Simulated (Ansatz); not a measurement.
Input file for Ansatz (a quantum-chemistry and plane-wave program): R-wB97M-V/def2-TZVPPD on HBr (SMILES Br) with ghost functions, monomers drawn apart or pushed together. Files ending in .json are basis or fitting sets from the Basis Set Exchange.

Ansatz 0.2 input:
```yaml
crystal:
  periodic: [false, false, false]
  atoms:
    - {symbol: Br, position_ang: [-0.49929743, 0.26644676, -0.20399063]}
    - {symbol: H, position_ang: [0.26136496, -0.57131658, 0.66736226]}
basis:
  gaussian:
    orbitals: def2-TZVPPD.json
    ghost_atoms:
      - {symbol: Si, position_ang: [0.81088401, -1.03768685, 4.02036233]}
      - {symbol: Si, position_ang: [-0.71773228, 0.73859480, 4.11933963]}
      - {symbol: H, position_ang: [2.10548143, -0.65502581, 4.63313479]}
      - {symbol: H, position_ang: [1.08039901, -1.42958313, 2.61000839]}
      - {symbol: H, position_ang: [0.27973439, -2.23077107, 4.72206835]}
      - {symbol: H, position_ang: [-0.95025745, 1.08880426, 5.54208359]}
      - {symbol: H, position_ang: [-2.00512510, 0.34323942, 3.50360440]}
      - {symbol: H, position_ang: [-0.17590211, 1.92238889, 3.41380320]}
hamiltonian:
  xc: {name: wB97M-V}
scf: {lower_state_search: off}
```

The log:

```
Functional definition: wB97M-V
[...]
these checks for a lower state are left out or cut short: stability, starts, cluster_reference, orbital_swaps, neighbouring_geometries, increment
integrals: 0.35 GiB planned
1424 factors; their error is unknown
integrals: 0.39 GiB planned
378 factors; integrals over basis functions are off by at most 2.9e-5 eV
mean field: 1.58 GiB planned
mean field evaluation 1: about -70058.2612 eV, gradient 8.3e0 eV
mean field evaluation 2: about -70058.4632 eV, gradient 4.3e0 eV
mean field evaluation 4: about -70058.5117 eV, gradient 3.2e-1 eV
mean field evaluation 8: about -70058.7020 eV, gradient 3.2e-2 eV
mean field -70058.70199671 eV, -2574.6098108854 hartree, gradient 4.2e-6 eV, S^2 0.000000; 0 other end points of the search recorded, 0 dependent functions left out
reference -70058.70205252 eV, -2574.6098129361 hartree; 18, 18 occupied and 254, 254 virtual orbitals, 1424 factors
Total energy: -70058.70205252 eV, -2574.6098129361 hartree
Checks for a lower state left out: stability, starts, cluster_reference, orbital_swaps, neighbouring_geometries, increment
```

Self-consistency was reached.

Cost: around 10 core-seconds (rough).
